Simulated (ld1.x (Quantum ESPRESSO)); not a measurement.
What the settings do to the RRKJ potential of Ti

Base potential:

| Property | Result |
| --- | --- |
| Element | Ti (Z = 22) |
| Generator | ld1.x (Quantum ESPRESSO) 7.5 |
| Type | norm-conserving RRKJ (Kleinman–Bylander form) |
| Functional | LDA (PZ) |
| Relativity | scalar-relativistic |
| Frozen core | [Ne] |
| Valence charge | 12 |
| Reference configuration | 3s2 3p6 3d2 4s1.5 4p0 (charge +0.5) |
| Partial waves | 3s (bound): rc 1.65 bohr; 3d (bound): rc 2.20 bohr; 3p (bound): rc 0.95 bohr |
| Local potential | the p channel |
| Core correction | Bessel-smoothed model core, default radius (core density twice the valence density) |
| rho0 | 0.001 |

Occupied shells without a wave of their own: 4s. They enter only through the test configuration that unscreens the potential, and ld1.x also counts them in the model core charge.

All-electron outer shells of the reference configuration (LDA (PZ), scalar-relativistic, ld1.x):

| shell | level (eV) | outermost node (bohr) | outermost maximum (bohr) |
| --- | --- | --- | --- |
| 2p | -447.46 | – | 0.22 |
| 3s | -65.76 | 0.40 | 0.87 |
| 3p | -42.29 | 0.37 | 0.90 |
| 3d | -7.89 | – | 0.97 |
| 4s | -7.50 | 1.24 | 2.81 |
| 4p | -4.05 | 1.38 | 3.52 |

Cutoffs, loose and tight: the cutoffs (Ry, on a coarse ladder) from which the occupation-weighted sum of valence levels, in a spherical-Bessel basis at the reference potential, stays within 10 and 1 mRy of its value at 400 Ry. They do not see the model core or the augmentation charge, which bear on the density cutoff. Test errors are all-electron minus pseudo excitation energies from the reference, over the configurations 3s2 3p6 3d2 4s2 4p0; 3s2 3p6 3d2 4s1 4p0; 3s2 3p6 3d2 4s0 4p0; 3s2 3p6 3d2 4s1 4p1; 3s2 3p6 3d2.5 4s1.5 4p0; 3s2 3p6 3d3 4s1 4p0; 3s2 3p6 3d1 4s2 4p0 (two spin-polarised tests are not counted in the largest error). A dash means not determined; rows that change the core or the reference have their own tests.

With those shells counted twice in exchange and correlation these files are broken, and their errors move erratically; no question is asked of them.

```tsv
change	outcome	cutoff, loose	cutoff, tight	bound ghosts	largest test error (meV)
base	generated	80 Ry	160 Ry	none	-230
wave 3d (bound): rc 2.20 bohr becomes 3d (bound): rc 1.40 bohr	generated	90 Ry	160 Ry	none	-230
wave 3d (bound): rc 2.20 bohr becomes 3d (bound): rc 1.88 bohr	generated	80 Ry	160 Ry	none	-230
wave 3d (bound): rc 2.20 bohr becomes 3d (bound): rc 2.12 bohr	generated	80 Ry	160 Ry	none	-230
wave 3d (bound): rc 2.20 bohr becomes 3d (bound): rc 2.58 bohr	generated	80 Ry	160 Ry	none	+252
wave 3d (bound): rc 2.20 bohr becomes 3d (bound): rc 2.92 bohr	generated	80 Ry	160 Ry	none	+432
wave 3d (bound): rc 2.20 bohr becomes 3d (bound): rc 3.26 bohr	generated	80 Ry	160 Ry	none	+605
```

Reading the sweep of the d radius (base included, trends over the rows without a ghost): The loose cutoff stays near 80 Ry. The median size of the test errors (rows with all tests solved) rises from 22.8 meV at 1.4 to 73.3 meV at 3.26 bohr. More of the atom is replaced by a form fitted at one configuration, so other configurations suffer as the radius grows.
